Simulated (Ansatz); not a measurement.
Task: Name a neutral molecule of B, Br, Cl and H with zero-point energy (PBE0-D4/def2-TZVP) between 27 and 43 kJ/mol and HOMO energy (PBE/def2-TZVPP) between -7.60 and -7.30 eV (Ansatz, PBE0-D4/def2-TZVP geometry).

Result: `ClBBr` (37.7 kJ/mol, -7.35 eV). Other molecules can fit too; these were computed, each in one conformer that needn't be the lowest.
